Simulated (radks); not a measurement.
Results of a calculation; reference values are marked as such.
Problem. Coulomb parameter of the 5d shell of neutral iridium in the model configuration [Xe] 4f14 5d6 6s2 6p1, as a second difference U = [E(n + 0.25) + E(n - 0.25) - 2 E(n)] / (0.25)^2 with all orbitals relaxed. "Bare": the charge of the atom changes with n. "Screened": the 6p shell takes up the change at fixed total charge, which measures U(5d,5d) + U(6p,6p) - 2 U(5d,6p). Level of theory: scalar-relativistic Kohn-Sham, PBE, spin-unpolarised, spherical densities, point nucleus (a radial shooting solver on a logarithmic mesh with Libxc functionals). Estimate both.

Solution. U(bare) = 9.400 eV, U(screened by 6p) = 2.484 eV, against the Slater integral F0(5d,5d) = 15.101 eV with frozen orbitals. The step up makes a negative ion, whose loosely bound charge lowers the bare value.
